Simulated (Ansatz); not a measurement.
`[F][Ge]([F])([I])[I]` and `F[Si](F)(I)I` differ in one element.

Ansatz, PBE0-D4/def2-TZVP geometries, multiplicity 1. 

Elements past krypton have def2 core potentials. Scalar relativity is left out up to krypton.

```tsv
property	`[F][Ge]([F])([I])[I]`
HOMO–LUMO gap (PBE/def2-TZVPP) / eV	3.57
LUMO energy (B3LYP/def2-TZVPP) / eV	-3.05
HOMO energy (PBE/def2-TZVPP) / eV	-7.15
size of the dipole moment (PBE/def2-TZVPP) / D	2.05
ideal-gas entropy at 298 K and 1 bar (rigid rotor, harmonic PBE0-D4/def2-TZVP) / J/(mol·K)	383
size of the dipole moment (ωB97M-V/def2-TZVPP) / D	2.17
```

Problem. What does the change do to each property? (Best estimate.)

Solution. Ansatz gave: 
```json
{"property": "HOMO–LUMO gap (PBE/def2-TZVPP) / eV", "`F[Si](F)(I)I`": "4.51", "shift": "0.94"}
{"property": "LUMO energy (B3LYP/def2-TZVPP) / eV", "`F[Si](F)(I)I`": "-1.83", "shift": "1.22"}
{"property": "HOMO energy (PBE/def2-TZVPP) / eV", "`F[Si](F)(I)I`": "-6.93", "shift": "0.22"}
{"property": "size of the dipole moment (PBE/def2-TZVPP) / D", "`F[Si](F)(I)I`": "1.11", "shift": "-0.94"}
{"property": "ideal-gas entropy at 298 K and 1 bar (rigid rotor, harmonic PBE0-D4/def2-TZVP) / J/(mol·K)", "`F[Si](F)(I)I`": "365", "shift": "-18"}
{"property": "size of the dipole moment (ωB97M-V/def2-TZVPP) / D", "`F[Si](F)(I)I`": "1.11", "shift": "-1.06"}
```

With PBE0 the HOMO rises by 0.24 eV and the LUMO rises by 1.17 eV, so the gap widens by about 0.93 eV. PBE moves the HOMO by 0.22 eV and ωB97M-V by 0.26 eV. Dipoles are sizes alone; their direction can turn.

B3LYP here is the variant with VWN-RPA as its local correlation; programs differ in this.

Spin–orbit coupling is left out; it splits and shifts lone-pair levels of the heavy atoms by tenths of an eV.
